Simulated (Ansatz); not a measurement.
Input for Ansatz (a program for electronic structure): U-CCSD(T)/def2-TZVPP on H2O2Pb (SMILES [OH][Pb][OH]), a point of a bond scan (R = 1.063 Å). Elements past Kr take the def2 small-core potentials; no spin–orbit coupling. The run froze 11 orbitals, filled d shells among them.

Ansatz 0.2 input:
```yaml
crystal:
  periodic: [false, false, false]
  atoms:
    - {symbol: Pb, position_ang: [0.05784747, -0.14199193, 0.22381656]}
    - {symbol: O, position_ang: [1.14579287, 1.30947280, -0.81344033]}
    - {symbol: H, position_ang: [0.59588890, 1.65045247, -1.65699658]}
    - {symbol: O, position_ang: [-1.53296568, 0.01324847, -1.15853494]}
    - {symbol: H, position_ang: [-2.29199006, -0.55788612, -0.99684579]}
basis:
  gaussian:
    orbitals: def2-TZVPP
correlation: {method: ccsd_t, electrons: outside_noble_gas}
scf: {omitted_lower_state_checks: [cluster_reference]}
magnetization: {spin_polarized: true, initial_magnetization: 0}
```

### Question
What total energy does the run end on?

### Answer
-343.4222 hartree (reference determinant -342.8109, T1 diagnostic 0.020).

### Question
How many basis functions does it have, and what does it roughly cost on one machine?

### Answer
140 functions; about 30 core-seconds (a rough figure).
